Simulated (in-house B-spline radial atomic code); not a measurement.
RPA and G0W0 on TPSS: the nitrogen ion N³⁺

Configuration [He] 2s2, mean-field start TPSS. Computed with an all-electron radial atomic-structure program (B-spline basis): all electrons, scalar-relativistic (spin-free one-electron X2C), finite nucleus, each spin shell either full or empty, empty states to l = 9 with an (l + 1/2)⁻⁴ tail; G0W0 by contour deformation at full frequency.

Command:
```bash
python run_gw.py task.json out
```
Settings (radii: box in bohr, nucleus in fm):
```
Z                        7
electrons                4
configuration            [He] 2s2
hamiltonian              x2c
method                   tpss,tpss
lmax                     9
rms_radius               2.5582
spin_polarised           False
box_radius               14.14
intervals                71
ion_configuration        [He] 2s1
```

Cost of the run: 1.2 s on 1 thread of Arm Neoverse V2 (shared host).

Energies (hartree):

```csv
term,value
mean-field total,-51.23823
Hartree-Fock functional on these orbitals,-51.11109
direct second order,-0.33748
second-order exchange,0.16578
SOSEX correction,0.12069
```

Q: What is the RPA correlation energy, and what remains with SOSEX?

A: RPA gives -0.24602 hartree (-1.67 eV per electron); RPA + SOSEX gives -0.12533, and the second-order doubles -0.1717 hartree (no singles). SOSEX takes back 49 % of the RPA value.

Quasi-particle levels (eV):

| level | occupied | mean field | Σx - vxc | Σc | QP weight | G0W0 |
| --- | --- | --- | --- | --- | --- | --- |
| 2s | yes | -68.49 | -6.80 | ? | ? | ? |
| 2p | no | -56.60 | 10.40 | -1.77 | 0.954 | -47.96 |

G0W0 = mean field + (Σx - vxc) + Σc, with Σc (partial-wave tail included) taken at the quasi-particle energy. Levels of low weight are left out.

Q: Where does G0W0 put 2s?

A: At -77.47 eV, with Σc = -2.19 eV and a quasi-particle weight of 0.938. The tabulated removal energy is 77.474 eV (NIST, measured).

Q: What does it cost to remove one electron (to [He] 2s1) by differences of total energies, each species on its own start (correlation terms add to the Hartree-Fock functional)?

A: TPSS 76.51 eV, Hartree-Fock functional 75.01 eV, + RPA 77.75 eV, + RPA + SOSEX 77.08 eV, + second order 78.27 eV. Tabulated: 77.474 eV (NIST, measured).
